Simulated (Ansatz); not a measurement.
System: LuF2 (charge +1, singlet). 
Structure (B3LYP-D3(BJ)/def2-TZVP (Ansatz, a quantum-chemistry and plane-wave program) minimum search):
```
Lu
F 1 1.8875
F 1 1.8875 2 110.27
```
Charge +1, spin multiplicity 1.

Question: Give the harmonic wavenumbers at B3LYP-D3(BJ)/def2-TZVP (Ansatz, finite differences of forces, unscaled).

Answer: 154, 661, 683 cm⁻¹. Zero-point energy 2.1 kcal/mol.

Question: From these and the geometry, give the ideal-gas thermochemistry at 298.15 K and 1 atm (rigid rotor, harmonic oscillator).

Answer: Point group C2v, rotational symmetry number 2. Rotational constants 13.91, 5.545, 3.965 GHz. S(trans) 41.97, S(rot) 23.09, S(vib) 3.31, S(elec, spin only) 0.00, S 68.4 cal/(mol K). H(298) - H(0) 2.93 kcal/mol; G - E(el) -15.3 kcal/mol.
